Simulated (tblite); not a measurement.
Calculated harmonic vibrations of the isolated species, GFN2-xTB (tblite), most abundant isotopes, no scaling. The method is semi-empirical: single wavenumbers can be off by several per cent or more. Modes of hydrogen on phosphorus and silicon can be 10 to 20 % off. One conformer each. Thermal functions are those of the rigid rotor and harmonic oscillator, without mixing of conformers.

Question: Order these by their heat capacity Cp at 298.15 K, highest first (cal/(mol K)).
A. `C[P+](C)(C)P`
B. `O=[P@@H]1CC[C@@H]([SiH3])C1`
C. `O1CC=C(C1=O)C[SiH2]F`
D. `N#CCC[C@H]([SiH3])C#N`

Answer: D (37.1), C (36.6), B (35.7), A (34.5).

```
                     SMILES  atoms  mass (u)  symmetry number  modes under 300 cm⁻¹  ZPE (kcal/mol)  S translation (cal/(mol K))  S rotation  S vibration     S    Cp
      N#CCC[C@H]([SiH3])C#N     16    124.05                1                     7            71.4                         40.4        29.4         29.3  99.1  37.1
         O=C1OCC=C1C[SiH2]F     16    146.02                1                     7            68.4                         40.9        29.6         28.1  98.5  36.6
O=[P@@H]1CC[C@@H]([SiH3])C1     18    134.03                1                     5            86.5                         40.6        28.6         21.9  91.1  35.7
               C[P+](C)(C)P     16    109.03                1                     9            80.0                         40.0        27.5         25.5  93.0  34.5
```

Entropies and Cp are for 298.15 K and 1 bar.
